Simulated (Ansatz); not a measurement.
`F[SiH2][SiH](F)S` → `F[SiH]S`• + `F[SiH2]`•  (homolysis of the Si–Si bond)

Program: Ansatz. Geometries: PBE0-D4/def2-TZVP. ΔE: electronic, gas phase. CCSD(T)/CBS is the MP2 limit (def2-TZVPP, def2-QZVPP) plus CCSD(T) − MP2 in def2-TZVPP, frozen cores. This one scheme is used for every species. Functionals use def2-TZVPP. B3LYP here is the variant with VWN-RPA as its local correlation; programs differ in this. HSE06 is defined as in plane-wave codes. No spin–orbit coupling; open shells (•) take unrestricted orbitals. One conformer a species, not always the lowest.

`F[SiH2][SiH](F)S`:

Cartesian coordinates in Å:
```
F -1.292 -1.615 -0.462
Si -1.307 -0.184 0.273
Si 0.911 0.587 0.287
F 1.676 -0.016 1.561
S 1.808 0.004 -1.543
H -2.167 0.732 -0.518
H -1.881 -0.373 1.629
H 1.050 2.061 0.350
H 1.201 -1.196 -1.576
```

`F[SiH]S`•:

```xyz
5

F     1.519    0.831   -0.370
Si    0.595   -0.333    0.232
S    -1.471    0.020   -0.094
H     0.902   -1.585   -0.514
H    -1.546    1.066    0.747
```

`F[SiH2]`•:

```xyz
4

F    -1.036   -0.877   -0.575
Si   -0.076    0.343   -0.173
H     1.318   -0.030   -0.546
H    -0.206    0.564    1.294
```

```json
{"level": "LDA (SPW92)", "ΔE (kcal/mol)": "84.1", "difference from CCSD(T)/CBS": "3.4"}
{"level": "PBE-D4", "ΔE (kcal/mol)": "75.2", "difference from CCSD(T)/CBS": "-5.5"}
{"level": "revPBE-D4", "ΔE (kcal/mol)": "73.2", "difference from CCSD(T)/CBS": "-7.5"}
{"level": "BLYP-D4", "ΔE (kcal/mol)": "73.0", "difference from CCSD(T)/CBS": "-7.7"}
{"level": "r2SCAN-D4", "ΔE (kcal/mol)": "73.5", "difference from CCSD(T)/CBS": "-7.2"}
{"level": "PBE0-D4", "ΔE (kcal/mol)": "76.6", "difference from CCSD(T)/CBS": "-4.1"}
{"level": "B3LYP-D4", "ΔE (kcal/mol)": "75.5", "difference from CCSD(T)/CBS": "-5.2"}
{"level": "r2SCANh-D4", "ΔE (kcal/mol)": "73.7", "difference from CCSD(T)/CBS": "-7.0"}
{"level": "r2SCAN0-D4", "ΔE (kcal/mol)": "74.0", "difference from CCSD(T)/CBS": "-6.7"}
{"level": "HSE06-D4", "ΔE (kcal/mol)": "76.5", "difference from CCSD(T)/CBS": "-4.2"}
{"level": "BHLYP-D4", "ΔE (kcal/mol)": "77.2", "difference from CCSD(T)/CBS": "-3.5"}
{"level": "CAM-B3LYP-D4", "ΔE (kcal/mol)": "76.5", "difference from CCSD(T)/CBS": "-4.2"}
{"level": "ωB97X-V", "ΔE (kcal/mol)": "81.1", "difference from CCSD(T)/CBS": "0.4"}
{"level": "ωB97M-V", "ΔE (kcal/mol)": "80.4", "difference from CCSD(T)/CBS": "-0.3"}
{"level": "B2PLYP", "ΔE (kcal/mol)": "74.9", "difference from CCSD(T)/CBS": "-5.8"}
{"level": "PBE-QIDH", "ΔE (kcal/mol)": "77.7", "difference from CCSD(T)/CBS": "-3.0"}
{"level": "revPBE", "ΔE (kcal/mol)": "68.6", "difference from CCSD(T)/CBS": "-12.1"}
{"level": "BLYP", "ΔE (kcal/mol)": "68.5", "difference from CCSD(T)/CBS": "-12.2"}
{"level": "r2SCAN", "ΔE (kcal/mol)": "72.9", "difference from CCSD(T)/CBS": "-7.8"}
{"level": "PBE0", "ΔE (kcal/mol)": "74.6", "difference from CCSD(T)/CBS": "-6.1"}
{"level": "B3LYP", "ΔE (kcal/mol)": "71.9", "difference from CCSD(T)/CBS": "-8.8"}
{"level": "r2SCANh", "ΔE (kcal/mol)": "73.0", "difference from CCSD(T)/CBS": "-7.7"}
{"level": "r2SCAN0", "ΔE (kcal/mol)": "73.2", "difference from CCSD(T)/CBS": "-7.5"}
{"level": "HSE06", "ΔE (kcal/mol)": "74.6", "difference from CCSD(T)/CBS": "-6.1"}
{"level": "BHLYP", "ΔE (kcal/mol)": "73.9", "difference from CCSD(T)/CBS": "-6.8"}
{"level": "CAM-B3LYP", "ΔE (kcal/mol)": "74.4", "difference from CCSD(T)/CBS": "-6.3"}
{"level": "LC-ωPBE", "ΔE (kcal/mol)": "75.1", "difference from CCSD(T)/CBS": "-5.6"}
{"level": "RPA@PBE/def2-TZVPP", "ΔE (kcal/mol)": "73.9", "difference from CCSD(T)/CBS": "-6.8"}
{"level": "HF/def2-SVP", "ΔE (kcal/mol)": "59.7", "difference from CCSD(T)/CBS": "-21.0"}
{"level": "MP2/def2-SVP", "ΔE (kcal/mol)": "75.3", "difference from CCSD(T)/CBS": "-5.4"}
{"level": "CCSD/def2-SVP", "ΔE (kcal/mol)": "74.6", "difference from CCSD(T)/CBS": "-6.1"}
{"level": "CCSD(T)/def2-SVP", "ΔE (kcal/mol)": "75.5", "difference from CCSD(T)/CBS": "-5.2"}
{"level": "SCS-MP2/def2-TZVPP", "ΔE (kcal/mol)": "78.4", "difference from CCSD(T)/CBS": "-2.3"}
{"level": "CCSD/def2-TZVPP", "ΔE (kcal/mol)": "76.7", "difference from CCSD(T)/CBS": "-4.0"}
{"level": "CCSD(T)/def2-TZVPP", "ΔE (kcal/mol)": "78.0", "difference from CCSD(T)/CBS": "-2.7"}
{"level": "MP2/def2-QZVPP", "ΔE (kcal/mol)": "79.2", "difference from CCSD(T)/CBS": "-1.5"}
{"level": "SCS-MP2/def2-QZVPP", "ΔE (kcal/mol)": "80.1", "difference from CCSD(T)/CBS": "-0.6"}
{"level": "HF/CBS(def2)", "ΔE (kcal/mol)": "57.2", "difference from CCSD(T)/CBS": "-23.5"}
{"level": "MP2/CBS(def2)", "ΔE (kcal/mol)": "80.5", "difference from CCSD(T)/CBS": "-0.2"}
{"level": "CCSD/CBS(def2)", "ΔE (kcal/mol)": "79.4", "difference from CCSD(T)/CBS": "-1.3"}
{"level": "CCSD(T)/CBS", "ΔE (kcal/mol)": "80.7", "difference from CCSD(T)/CBS": "0"}
```

Largest T1 diagnostic among the species: 0.015.

Leaving LDA and LC-ωPBE aside and taking each functional with its dispersion term where it has one, the values spread over 8.1 kcal/mol, from BLYP-D4 to ωB97X-V. LDA lies +11.2 kcal/mol from PBE without D4, its usual overbinding. At CCSD(T), def2-SVP lies −5.2 kcal/mol from the extrapolated value and def2-TZVPP −2.7 kcal/mol: correlation converges slowly with the basis, and small sets miss more of it in the bonded molecule than in its fragments. In def2-TZVPP, CCSD(T) changes the Hartree–Fock value by +20.2 kcal/mol (the triples alone add +1.3 kcal/mol) and MP2 by +20.0 kcal/mol; breaking electron pairs costs correlation energy, which Hartree–Fock lacks.
